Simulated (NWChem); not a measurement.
System: C$_{3}$H$_{5}$Cl; SMILES C(C)(Cl)=C

The following NWChem deck was run.

```
start job
memory heap 200 mb stack 900 mb global 1100 mb
geometry units angstroms noautoz
  C      1.331042    -0.996108     0.000000
  C      0.120464    -0.438291     0.000000
  C     -1.187852    -1.153055     0.000000
  Cl    -0.033679     1.301205     0.000000
  H      2.240668    -0.393837     0.000000
  H      1.425175    -2.084487     0.000000
  H     -1.780588    -0.876179     0.885972
  H     -1.035009    -2.241152     0.000000
  H     -1.780588    -0.876179    -0.885972
end
basis spherical
  * library def2-svpd
end
dft
  xc b3lyp
  iterations 150
end
tddft
  cis
  nroots 6
  notriplet
end
task tddft energy
```

NWChem printed, in part:

```
             Northwest Computational Chemistry Package (NWChem) 7.3.0
             --------------------------------------------------------

 CS  symmetry detected

                             Geometry "geometry" -> ""
                             -------------------------

 Output coordinates in angstroms (scale by  1.889725989 to convert to a.u.)

  No.       Tag          Charge          X              Y              Z
 ---- ---------------- ---------- -------------- -------------- --------------
    1 C                    6.0000     1.32583385    -1.00349094     0.00000000
    2 C                    6.0000     0.11706269    -0.44176933     0.00000000
    3 C                    6.0000    -1.19355362    -1.15230661     0.00000000
    4 Cl                  17.0000    -0.03146475     1.29821515     0.00000000
    5 H                    1.0000     2.23739913    -0.40415918     0.00000000
    6 H                    1.0000     1.41645328    -2.09216812     0.00000000
    7 H                    1.0000    -1.78539283    -0.87351882     0.88597200
    8 H                    1.0000    -1.04422359    -2.24089129     0.00000000
    9 H                    1.0000    -1.78539283    -0.87351882    -0.88597200

 Effective nuclear repulsion energy (a.u.)     149.0348577480

      Symmetry information
      --------------------

 Group name             Cs
 Group number              2
 Group order               2
 No. of unique centers     8

                                 NWChem DFT Module
                                 -----------------

 Summary of "ao basis" -> "ao basis" (spherical)
 ------------------------------------------------------------------------------
       Tag                 Description            Shells   Functions and Types
 ---------------- ------------------------------  ------  ---------------------
 C                         def2-svpd                 8       20   4s2p2d
 Cl                        def2-svpd                11       27   5s4p2d
 H                         def2-svpd                 4        8   2s2p

      Symmetry analysis of basis
      --------------------------

        a'         87
        a"         40

[...]

                                NWChem TDDFT Module
                                -------------------

            General Information
            -------------------
           No. of orbitals :     254
            Alpha orbitals :     127
             Beta orbitals :     127
        Alpha frozen cores :       0
         Beta frozen cores :       0
     Alpha frozen virtuals :       0
      Beta frozen virtuals :       0
         Spin multiplicity :       1
    Number of AO functions :     127
        Use of symmetry is : off
      Symmetry adaption is : on
         Schwarz screening :  0.10D-07

              XC Information
              --------------
                  B3LYP Method XC Potential
              Hartree-Fock (Exact) Exchange   0.20
                 Slater Exchange Functional   0.80 local
             Becke 1988 Exchange Functional   0.72 non-local
       Lee-Yang-Parr Correlation Functional   0.81
           VWN I RPA Correlation Functional   0.19 local

             TDDFT Information
             -----------------
          Calculation type : Tamm-Dancoff TDDFT
         Wavefunction type : Restricted singlets
          No. of electrons :      40
           Alpha electrons :      20
            Beta electrons :      20
              No. of roots :       6
          Max subspacesize :    5200
            Max iterations :     100
               Target root :       1
           Target symmetry : none
      Symmetry restriction : off
                 Algorithm : Optimal
        Davidson threshold :  0.10D-03

    6 smallest eigenvalue differences (eV)
--------------------------------------------------------
  No. Spin  Occ  Vir  Irrep   E(Occ)    E(Vir)   E(Diff)
--------------------------------------------------------
    1    1   20   21 a'       -0.262    -0.015     6.736
    2    1   20   22 a"       -0.262     0.013     7.493
    3    1   20   23 a"       -0.262     0.022     7.742
    4    1   19   21 a"       -0.315    -0.015     8.178
    5    1   20   24 a"       -0.262     0.051     8.526
    6    1   20   25 a"       -0.262     0.064     8.871
--------------------------------------------------------

  Entering Davidson iterations
  Restricted singlet excited states

  Iter   NTrls   NConv    DeltaV     DeltaE      Time
  ----  ------  ------  ---------  ---------  ---------
    1      6       0     0.22E+00   0.10+100       14.2
    2     12       0     0.42E-01   0.25E-01       15.6
    3     18       0     0.18E-01   0.27E-02       11.4
    4     24       0     0.65E-02   0.57E-03       11.0
    5     30       4     0.14E-02   0.55E-04       11.2
    6     32       5     0.61E-03   0.35E-05        7.4
    7     33       5     0.25E-03   0.66E-06        5.5
    8     34       6     0.94E-04   0.15E-06        5.6
  ----  ------  ------  ---------  ---------  ---------
  Convergence criterion met

  Ground state a'       -577.309055762708 a.u.

  ----------------------------------------------------------------------------
  Root   1 singlet a"             0.235565653 a.u.                6.4101 eV
  ----------------------------------------------------------------------------
     Transition Moments    X -0.00000   Y  0.00000   Z -0.02558
     Dipole Oscillator Strength                    0.0001027787
     Electric Quadrupole                           0.0000000657
     Magnetic Dipole                               0.0000000587
     Total Oscillator Strength                     0.0001029031

[...]
```

Level: B3LYP/def2-SVPD, TDA. Structure relaxed at the PBE0/def2-SVP level.
